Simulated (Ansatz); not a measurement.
Reaction (ligand exchange at a B–C bond): `BC1OC1=C` + `N[SiH]1CN1` → `BN[SiH]1CN1` + `C=C1CO1`

Computed with Ansatz on PBE0-D4/def2-TZVP structures; ΔE is electronic, products minus reactants. CBS: MP2 limit from def2 TZ/QZ plus the TZ coupled-cluster correction, frozen cores. DFT in def2-TZVPP. B3LYP here is the variant with VWN-RPA as its local correlation; programs differ in this. One conformer a species, not always the lowest.

```json
{"level": "PBE-D4", "ΔE (kcal/mol)": "-28.1", "difference from CCSD(T)/CBS": "0.7"}
{"level": "r2SCAN-D4", "ΔE (kcal/mol)": "-28.0", "difference from CCSD(T)/CBS": "0.8"}
{"level": "PBE0-D4", "ΔE (kcal/mol)": "-28.5", "difference from CCSD(T)/CBS": "0.3"}
{"level": "B3LYP-D4", "ΔE (kcal/mol)": "-28.9", "difference from CCSD(T)/CBS": "-0.1"}
{"level": "ωB97X-V", "ΔE (kcal/mol)": "-28.8", "difference from CCSD(T)/CBS": "0.0"}
{"level": "ωB97M-V", "ΔE (kcal/mol)": "-29.0", "difference from CCSD(T)/CBS": "-0.2"}
{"level": "B2PLYP", "ΔE (kcal/mol)": "-29.1", "difference from CCSD(T)/CBS": "-0.3"}
{"level": "PBE", "ΔE (kcal/mol)": "-28.2", "difference from CCSD(T)/CBS": "0.6"}
{"level": "r2SCAN", "ΔE (kcal/mol)": "-28.0", "difference from CCSD(T)/CBS": "0.8"}
{"level": "PBE0", "ΔE (kcal/mol)": "-28.6", "difference from CCSD(T)/CBS": "0.2"}
{"level": "B3LYP", "ΔE (kcal/mol)": "-28.9", "difference from CCSD(T)/CBS": "-0.1"}
{"level": "HF/def2-TZVPP", "ΔE (kcal/mol)": "-29.5", "difference from CCSD(T)/CBS": "-0.7"}
{"level": "MP2/def2-TZVPP", "ΔE (kcal/mol)": "-29.1", "difference from CCSD(T)/CBS": "-0.3"}
{"level": "SCS-MP2/def2-TZVPP", "ΔE (kcal/mol)": "-29.4", "difference from CCSD(T)/CBS": "-0.6"}
{"level": "CCSD/def2-TZVPP", "ΔE (kcal/mol)": "-29.5", "difference from CCSD(T)/CBS": "-0.7"}
{"level": "CCSD(T)/def2-TZVPP", "ΔE (kcal/mol)": "-29.5", "difference from CCSD(T)/CBS": "-0.7"}
{"level": "HF/def2-QZVPP", "ΔE (kcal/mol)": "-29.4", "difference from CCSD(T)/CBS": "-0.6"}
{"level": "MP2/def2-QZVPP", "ΔE (kcal/mol)": "-28.7", "difference from CCSD(T)/CBS": "0.1"}
{"level": "SCS-MP2/def2-QZVPP", "ΔE (kcal/mol)": "-29.0", "difference from CCSD(T)/CBS": "-0.2"}
{"level": "HF/CBS(def2)", "ΔE (kcal/mol)": "-29.4", "difference from CCSD(T)/CBS": "-0.6"}
{"level": "MP2/CBS(def2)", "ΔE (kcal/mol)": "-28.4", "difference from CCSD(T)/CBS": "0.4"}
{"level": "CCSD/CBS(def2)", "ΔE (kcal/mol)": "-28.9", "difference from CCSD(T)/CBS": "-0.1"}
{"level": "CCSD(T)/CBS", "ΔE (kcal/mol)": "-28.8", "difference from CCSD(T)/CBS": "0"}
```

Largest T1 diagnostic among the species: 0.014.
